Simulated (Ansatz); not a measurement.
Start from `C[O][SnH]([NH2])[F]` and change one atom or group to get `C[O][SnH2][F]`.

Ansatz, PBE0-D4/def2-TZVP geometries, multiplicity 1. Each molecule was computed in one conformer, which needn't be the lowest.

Elements past krypton have def2 core potentials.

| property | `C[O][SnH]([NH2])[F]` |
| --- | --- |
| HOMO energy (PBE0/def2-TZVPP) / eV | -7.83 |
| LUMO energy (PBE0/def2-TZVPP) / eV | -0.77 |
| HOMO energy (B3LYP/def2-TZVPP) / eV | -7.58 |
| size of the dipole moment (ωB97M-V/def2-TZVPP) / D | 2.24 |
| LUMO energy (ωB97M-V/def2-TZVPP) / eV | 1.09 |
| HOMO energy (PBE/def2-TZVPP) / eV | -6.33 |

(1) What does the change do to each property? (An estimate is asked.)

Results:

(1) Computed: 
```tsv
property	`C[O][SnH2][F]`	shift
HOMO energy (PBE0/def2-TZVPP) / eV	-8.04	-0.21
LUMO energy (PBE0/def2-TZVPP) / eV	-0.55	0.22
HOMO energy (B3LYP/def2-TZVPP) / eV	-7.80	-0.22
size of the dipole moment (ωB97M-V/def2-TZVPP) / D	2.39	0.15
LUMO energy (ωB97M-V/def2-TZVPP) / eV	1.03	-0.06
HOMO energy (PBE/def2-TZVPP) / eV	-6.46	-0.13
```

With PBE0 the HOMO falls by 0.21 eV and the LUMO rises by 0.22 eV, so the gap widens by about 0.43 eV. PBE moves the HOMO by -0.13 eV and ωB97M-V by -0.25 eV. The zero-point energy changes by -48.2 kJ/mol with -6 modes. Dipoles are sizes alone; their direction can turn.

B3LYP here is the variant with VWN-RPA as its local correlation; programs differ in this.
